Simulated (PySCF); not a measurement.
Electronic absorption of C2H7PSi

C2H7PSi.
Z-matrix (Å and degrees, GFN2-xTB geometry), rows numbered from 1:
```
C 
C   1  1.4992
Si  2  1.8894  1  115.86
P   2  1.6840  1  118.15  3  -179.51
H   1  1.0896  2  111.91  3   179.17
H   1  1.0910  2  110.21  3    58.10
H   1  1.0909  2  110.22  3   -59.96
H   3  1.4660  2  108.26  1   -64.27
H   3  1.4656  2  108.37  1    54.63
H   3  1.4631  2  109.65  1   175.21
H   4  1.4053  2   97.49  1   179.83
```

Computed, not measured: TDDFT CAM-B3LYP/def2-SVPD, vertical, gas phase, core orbitals frozen in the response in PySCF.

```
state  E (eV)  E (kJ/mol)  λ (nm)       f  |μ| (D)  main configurations (H = HOMO, L = LUMO)
   S1    4.38         422   283.4  0.0043     0.51                               H-1→L (98%)
   S2    5.24         506   236.5   0.274     3.71                                 H→L (94%)
   S3    6.36         613   195.0  0.0027     0.34      H→L+1 (66%), H→L+2 (12%), H-3→L (9%)
   S4    6.44         621   192.5  0.0030     0.35     H-3→L (43%), H-2→L (40%), H→L+1 (11%)
   S5    6.85         661   180.9  0.0003     0.11     H-2→L (44%), H-3→L (26%), H-5→L (23%)
   S6    7.04         679   176.1   0.046     1.31                             H-1→L+1 (85%)
   S7    7.22         697   171.6  0.0064     0.48     H→L+2 (41%), H→L+3 (28%), H→L+1 (13%)
   S8    7.64         737   162.4  0.0082     0.53                  H→L+3 (63%), H→L+2 (26%)
```

Triplets, Tamm–Dancoff:

| state | E (eV) | λ (nm) | main configurations (H = HOMO, L = LUMO) |
| --- | --- | --- | --- |
| T1 | 2.68 | 462.2 | H→L (97%) |
| T2 | 3.50 | 354.1 | H-1→L (98%) |
| T3 | 6.01 | 206.3 | H-3→L (46%), H-2→L (33%), H→L+1 (9%) |

The lowest singlet lies at 4.38 eV (283 nm, ultraviolet) and is very weak; its leading configuration is HOMO-1→LUMO (98%). The strongest level in the table is S2 at 5.24 eV (236 nm, f = 0.274). Löwdin shares by element: HOMO carbon 46%, phosphorus 38%, silicon 5%; LUMO phosphorus 45%, carbon 34% or more, hydrogen 6% or more, silicon 4%. Of the 8 states listed, 2 reach f = 0.01 and 1 stays under 0.0005. Weighted by f, the mean energy of these states is 5.59 eV. The oscillator strengths of these states sum to 0.344; summed over the whole spectrum of an exact calculation they would give the number of electrons, 48 (Thomas–Reiche–Kuhn). The window holds the lowest 8 singlets.
